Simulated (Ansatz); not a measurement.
HgI2, relaxed as a singlet with RKS PBE-D4/def2-TZVP in Ansatz, starting from the GFN2-xTB geometry. Force threshold 0.02 eV/Å.

In the def2 sets Hg, I take a core potential; there is no spin–orbit coupling.

Start:

```xyz
3

Hg   -0.001    0.000    0.000
I    -2.273    1.197    0.315
I     2.274   -1.198   -0.315
```

| step | energy (eV) | largest force component (eV/Å) | SCF passes |
| --- | --- | --- | --- |
| 1 | -20381.7776 | 0.150 | 18 |
| 2 | -20381.7789 | 0.073 | 21 |
| 3 | -20381.7793 | 0.002 | 22 |

Force components are those of the run's own axes.

End:

```xyz
3

Hg    0.0000    0.0000    0.0000
I    -2.2853    1.2037    0.3168
I     2.2853   -1.2037   -0.3168
```

By distances, no bond broke or formed. The bond that changes most is Hg1–I2, from 2.59 to 2.60 Å (atoms count from 1).

No frequencies were taken in this run, so the end may be a saddle point.

Run time 6.5 s (2 threads of Intel Xeon Platinum 8259CL on a shared host).
